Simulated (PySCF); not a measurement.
Computed Raman spectrum (relative Raman activity) of a molecule CH5F2NSi. Coordinates come from a PBE0-D3(BJ)/def2-SVP optimisation. One conformer was computed; it need not be the lowest. The numbers are results of PBE0-D3(BJ)/def2-SVP (PySCF), not measurements. Frequencies are harmonic and unscaled.

Lines under 2 % of the strongest are left out, and lines within 2 cm⁻¹ are merged.

ν (cm⁻¹): 792 (w), 804 (w), 865 (w), 1455 (w), 1465 (w), 1504 (w), 2333 (s), 3027 (vs), 3104 (s), 3139 (m), 3641 (s) (against the strongest line: vs over 80 %, s over 45 %, m over 15 %, w over 4 %, vw less)

Task: Which molecule gave these data?
A) NC[SiH](F)F
B) N[SiH2]C(F)F
C) C[Si](N)(F)F
D) CN[SiH](F)F

Result: D, CN[SiH](F)F
